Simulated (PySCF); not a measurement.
**Structure from NMR data**

Molecular formula: C$_{5}$H$_{6}$F$_{3}$NSi. Simulated spectra:

1H NMR (300 MHz, computed): δ 5.27 (m, 1H), 3.14 (m, 1H), 2.43 (m, 2H), 1.88 (m, 2H).

13C{1H} NMR (computed): δ 138.6, 128.7, 21.0, 20.1.

PySCF 2.14 calculation with GFN2-xTB structure and PBE0/pcSseg-1 with gauge-including orbitals; single conformer, gas phase, fast rotation and ring inversion assumed for equivalent nuclei, no relativistic terms.

Shifts are taken against calculated references (same method and geometry level): 1H, 13C vs TMS.

Q: What is the structure?

A: 
- Rings plus π bonds: 3 (1 ring in the answer).
- 4 carbon signals for 5 carbons: some carbons are equivalent by symmetry or fast rotation.
- Carbon types of the structure: 2 × C, 1 × CH, 2 × CH2, leaving 1 H on heteroatoms.
- δC 138.6: CF3 carbon; 3 electronegative neighbours deshield it.
- δC 128.7: nitrile carbon; this is the usual window of a C≡N carbon, which has no attached hydrogen.
- δC 21.0: sp3 CH2 bonded to Si.
- δC 20.1: sp3 CH α to a nitrile; a saturated carbon with 3 carbon neighbours and no heteroatom attached.
- δH 5.27: hydrogen on a silicon bonded to 3 C, in a 4-membered ring.
- δH 3.14: hydrogen on an sp3 CH α to a nitrile.
- δH 2.43, 1.88: hydrogen on an sp3 CH2 bonded to Si.

The compound is SMILES N#C[C@H]1C[Si@H](C(F)(F)F)C1.

The shifts were computed for this structure.

Splittings by 19F in the carbon and heteronuclear signals aren't shown, as no couplings were computed. Shifts are as computed. Against solution values, carbons near 30 ppm lie about +3 ppm off and those near 130 ppm about +5 ppm. Of 1211 compounds with measured shifts, 218 miss one by over three times the rms of a fit or turn the order of signals round; such compounds aren't used in these exercises. No couplings were computed; multiplicities are counted from neighbouring protons, with m where these are inequivalent, close in shift, in a saturated or five-membered ring or joined by F or P, and br s for small geminal =CH2 splittings.
